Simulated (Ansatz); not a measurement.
`[Cl][Ga]([Cl])[GeH3]`. Charge 0, multiplicity 1. All single points use the PBE0-D4/def2-TZVP geometry.

```xyz
7

Cl    2.264   -0.898    1.783
Ga    1.173   -0.481   -0.013
Cl    2.239   -0.983   -1.801
Ge   -1.067    0.452    0.000
H    -1.417    0.990   -1.393
H    -1.140    1.579    1.037
H    -2.052   -0.660    0.388
```

Task: What is the dipole moment at r2SCAN/def2-TZVPP? (Best estimate.)

Result: The calculation gave: 2.61 D, with components (-2.40, 1.03, -0.02) D in this frame, pointing from negative to positive charge.

Task: And with PBE, B3LYP, ωB97M-V? (Best estimate.)

Result: Ansatz gave: PBE 2.53 D, B3LYP 2.62 D, ωB97M-V 2.62 D.

Task: Give the Mulliken charges with r2SCAN, ωB97M-V, PBE in def2-TZVPP. (An estimate is asked.)

Result: Ansatz gave: 
| atom | r2SCAN | ωB97M-V | PBE |
| --- | --- | --- | --- |
| Cl1 | -0.27 | -0.24 | -0.24 |
| Ga2 | 0.60 | 0.56 | 0.51 |
| Cl3 | -0.26 | -0.24 | -0.23 |
| Ge4 | -0.12 | -0.21 | -0.11 |
| H5 | 0.02 | 0.05 | 0.02 |
| H6 | 0.02 | 0.05 | 0.02 |
| H7 | 0.01 | 0.04 | 0.02 |

B3LYP here is the variant with VWN-RPA as its local correlation; programs differ in this.
